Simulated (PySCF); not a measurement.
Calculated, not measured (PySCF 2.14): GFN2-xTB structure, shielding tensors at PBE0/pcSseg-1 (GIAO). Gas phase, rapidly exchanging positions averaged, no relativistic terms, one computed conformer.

Chemical shifts δ = σref − σ; $^{1}$H (31.72 ppm) and $^{13}$C (186.93 ppm) vs TMS, all at this level. Shifts are as computed. Against solution values, carbons near 30 ppm lie about +3 ppm off and those near 130 ppm about +5 ppm; carbons on Cl a further +6 ppm. Of 1211 compounds with measured shifts, 218 miss one by over three times the rms of a fit or turn the order of signals round; such compounds aren't used in these exercises. Carbons bonded to Cl come out too deshielded.

Task: Order these molecules by the shift of their most shielded carbon, lowest δ first.
A. C#CC1C=C1
B. CC(C)=CC(=O)Cl
C. COCC1=CCC=C1
D. C=C[C@@H]1C=CO[C@@H]1C

Result: A (5.8 ppm, three-membered-ring carbon), D (20.4 ppm, methyl carbon), B (26.5 ppm, allylic methyl carbon), C (45.4 ppm, allylic sp3 CH2).

Task: How many $^{13}$C and $^{1}$H signals does each give (equivalence by symmetry and fast rotation, but not about amide C–N or C=N bonds)? `C=C[C@@H]1C=CO[C@@H]1C`, `COCC1=CCC=C1`, `C#CC1C=C1`, `CC(C)=CC(=O)Cl`

Result: C=C[C@@H]1C=CO[C@@H]1C: 7 C, 8 H; COCC1=CCC=C1: 7 C, 6 H; C#CC1C=C1: 4 C, 3 H; CC(C)=CC(=O)Cl: 5 C, 3 H.
